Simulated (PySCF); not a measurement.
Isomers of C5H6O3S.

All values: PBE0/pcSseg-1 (PySCF) at GFN2-xTB geometries, gas phase, one conformer each.

Question: Rank by the highest Hirshfeld charge on any atom, highest value first.
A. `[O:1]=[CH:2][C:3]1=[CH:4][S:5](=[O:6])(=[O:7])[CH2:8][CH2:9]1` with O1–C2–C3–C4 179°, C3–C4–S5–O6 128°, C4–S5–C8–C9 -21°, S5–C8–C9–C3 23°, C2–C3–C9–C8 164°
B. `[O:1]=[CH:2][O:3][C:4]1=[CH:5][S@@:6](=[O:7])[CH2:8][CH2:9]1` with O1–C2–O3–C4 1°, C2–O3–C4–C5 4°, C4–C5–S6–O7 -89°, C5–S6–C8–C9 -28°, S6–C8–C9–C4 30°, O3–C4–C9–C8 162°
C. `[CH3:1][S@:2](=[O:3])[c:4]1[cH:5][cH:6][c:7]([OH:8])[o:9]1` with C1–S2–C4–C5 104°, C6–C7–O8–H 178°
D. `[O:1]=[S:2](=[O:3])([OH:4])[C:5]1=[CH:6][CH:7]=[CH:8][CH2:9]1` with O1–S2–O4–H 135°, O1–S2–C5–C6 -144°
E. `[O:1]=[CH:2][O:3][C@@H:4]1[CH2:5][CH:6]=[CH:7][S@@:8]1=[O:9]` with O1–C2–O3–C4 3°, C2–O3–C4–C5 170°, O3–C4–C5–C6 -138°, C4–C5–C6–C7 12°, C6–C7–S8–O9 94°, O3–C4–S8–C7 139°

Answer: D (+0.550 e), A (+0.516 e), C (+0.339 e), B (+0.329 e), E (+0.312 e).

All values together:

```json
{"SMILES": "O=COC1=C[S@@](=O)CC1", "μ (D)": "4.62", "HOMO (eV)": "-6.76", "LUMO (eV)": "-1.20", "lowest IAO charge (e)": "-0.899 (O)", "highest IAO charge (e)": "+1.101 (S)", "lowest Hirshfeld charge (e)": "-0.374 (O)", "highest Hirshfeld charge (e)": "+0.329 (S)"}
{"SMILES": "O=CO[C@@H]1CC=C[S@@]1=O", "μ (D)": "4.62", "HOMO (eV)": "-6.70", "LUMO (eV)": "-0.77", "lowest IAO charge (e)": "-0.892 (O)", "highest IAO charge (e)": "+1.087 (S)", "lowest Hirshfeld charge (e)": "-0.366 (O)", "highest Hirshfeld charge (e)": "+0.312 (S)"}
{"SMILES": "O=S(=O)(O)C1=CC=CC1", "μ (D)": "4.35", "HOMO (eV)": "-7.35", "LUMO (eV)": "-1.73", "lowest IAO charge (e)": "-0.882 (O)", "highest IAO charge (e)": "+2.180 (S)", "lowest Hirshfeld charge (e)": "-0.314 (O)", "highest Hirshfeld charge (e)": "+0.550 (S)"}
{"SMILES": "O=CC1=CS(=O)(=O)CC1", "μ (D)": "2.34", "HOMO (eV)": "-8.28", "LUMO (eV)": "-2.76", "lowest IAO charge (e)": "-0.874 (O)", "highest IAO charge (e)": "+1.993 (S)", "lowest Hirshfeld charge (e)": "-0.318 (O)", "highest Hirshfeld charge (e)": "+0.516 (S)"}
{"SMILES": "C[S@](=O)c1ccc(O)o1", "μ (D)": "3.82", "HOMO (eV)": "-6.23", "LUMO (eV)": "-0.23", "lowest IAO charge (e)": "-0.901 (O)", "highest IAO charge (e)": "+1.143 (S)", "lowest Hirshfeld charge (e)": "-0.358 (O)", "highest Hirshfeld charge (e)": "+0.339 (S)"}
```

Conformers: `[O:1]=[CH:2][O:3][C:4]1=[CH:5][S@@:6](=[O:7])[CH2:8][CH2:9]1` with O1–C2–O3–C4 1°, C2–O3–C4–C5 4°, C4–C5–S6–O7 -89°, C5–S6–C8–C9 -28°, S6–C8–C9–C4 30°, O3–C4–C9–C8 162°; `[O:1]=[CH:2][O:3][C@@H:4]1[CH2:5][CH:6]=[CH:7][S@@:8]1=[O:9]` with O1–C2–O3–C4 3°, C2–O3–C4–C5 170°, O3–C4–C5–C6 -138°, C4–C5–C6–C7 12°, C6–C7–S8–O9 94°, O3–C4–S8–C7 139°; `[O:1]=[S:2](=[O:3])([OH:4])[C:5]1=[CH:6][CH:7]=[CH:8][CH2:9]1` with O1–S2–O4–H 135°, O1–S2–C5–C6 -144°; `[O:1]=[CH:2][C:3]1=[CH:4][S:5](=[O:6])(=[O:7])[CH2:8][CH2:9]1` with O1–C2–C3–C4 179°, C3–C4–S5–O6 128°, C4–S5–C8–C9 -21°, S5–C8–C9–C3 23°, C2–C3–C9–C8 164°; `[CH3:1][S@:2](=[O:3])[c:4]1[cH:5][cH:6][c:7]([OH:8])[o:9]1` with C1–S2–C4–C5 104°, C6–C7–O8–H 178°.
